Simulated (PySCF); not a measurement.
C3H5Cl2F.

```xyz
11

C     -2.4317     0.1517     0.1413
C     -1.1151     0.9067    -0.0108
C      0.0809    -0.0086    -0.2181
F     -0.1143    -0.7904    -1.3018
Cl     1.5542     0.9481    -0.4923
Cl     0.3384    -1.0764     1.1822
H     -2.4198    -0.4898     1.0346
H     -2.6214    -0.4826    -0.7371
H     -3.2642     0.8640     0.2382
H     -0.9026     1.5340     0.8674
H     -1.1421     1.5705    -0.8897
```
Charge 0, spin multiplicity 1.

Geometry optimised at ωB97X-D3(BJ)/def2-SVP. Other conformers were not sampled.

The numbers are results of PBE/pcSseg-1 run with PySCF, not measurements. Non-relativistic, no solvent.

Give the absolute GIAO shielding of each atom: isotropic value and principal components (ppm). (An estimate is asked for; the answer gives what the named calculation found.)


| atom | σ(iso) | σ11 | σ22 | σ33 | span |
|---|---|---|---|---|---|
| C1 | 168.6 | 157.7 | 165.8 | 182.2 | 24.6 |
| C2 | 130.3 | 109.4 | 121.7 | 159.8 | 50.4 |
| C3 | 36.6 | 28.0 | 37.8 | 44.1 | 16.1 |
| F4 | 217.5 | 130.1 | 231.7 | 290.7 | 160.6 |
| Cl5 | 482.1 | 166.5 | 309.6 | 970.2 | 803.7 |
| Cl6 | 532.1 | 201.9 | 430.5 | 964.0 | 762.1 |
| H7 | 29.8 | 25.0 | 29.9 | 34.5 | 9.5 |
| H8 | 30.0 | 25.6 | 28.9 | 35.6 | 10.0 |
| H9 | 30.2 | 25.8 | 27.4 | 37.5 | 11.6 |
| H10 | 29.0 | 25.1 | 29.5 | 32.5 | 7.3 |
| H11 | 28.8 | 24.0 | 29.8 | 32.6 | 8.6 |
